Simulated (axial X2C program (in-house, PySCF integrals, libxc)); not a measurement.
**Worked dissociation energy of CoC⁻: PBE, without spin–orbit coupling**

All values were computed with an axial X2C code built on PySCF integrals. Spin-free means the one-electron spin-free X2C Hamiltonian. Basis: Co dyall-acv3z [10s11p7d4f2g], C dyall-av3z [8s7p3d2f] (cores contracted in-house); Gaussian nuclei, density fitting, unrestricted open shells. Masses: Co 58.933 u, C 12.000 u.

Molecular state: M_S = 0, Λ = 3 (beyond evenly filled blocks: π+α, δ+α, δ+β, δ-β).

| Property | Result |
| --- | --- |
| E(Co) (2M_S = 3, M_L = 0) | -1393.043693 hartree |
| E(C-) (2M_S = 3, M_L = 0) | -37.873121 hartree |
| E(CoC⁻) at Re | -1431.076281 hartree |
| ωe | 869.6 cm⁻¹ |
| ωexe | 7.85 cm⁻¹ |

(1) Work out De and D0.

One determinant describes the state; a PBE0 search over occupations chose it and may have missed a lower one. De is counted from the lowest determinant-based energies of the atoms at the same level, without counterpoise correction. Other states lie close and PBE0, whose exact exchange favours high spin, may order them wrongly; the determinant shown need not be the ground state. The nearest other spin-free determinant of the search, M_S = 1, Λ = 3, lies 0.15 eV up at the distance of the search. Without a current term, density functionals place determinants with orbital angular momentum somewhat too high. With several unpaired electrons one determinant need not be a pure state. At some level and bond length an empty orbital lies below a filled one. The highest occupied level of some functionals is positive through self-interaction error; at Hartree–Fock it is bound. The determinant is spin-polarised beyond a pure state at some levels (its spin-free form has ⟨S²⟩ too high), which makes Re and μ there less reliable.

The levels of this run spread widely (ωe from 582 to 870 cm⁻¹), so these constants depend on the method.

Each atomic determinant is the lowest at this level and need not be a pure term. Totals compare only within one Hamiltonian and basis.

## Answers

(1) De = -1393.043693 + (-37.873121) − (-1431.076281) = 0.15947 hartree = 4.339 eV. The zero-point energy is ωe/2 − ωexe/4 = 433 cm⁻¹ = 0.054 eV, so D0 = 4.286 eV.
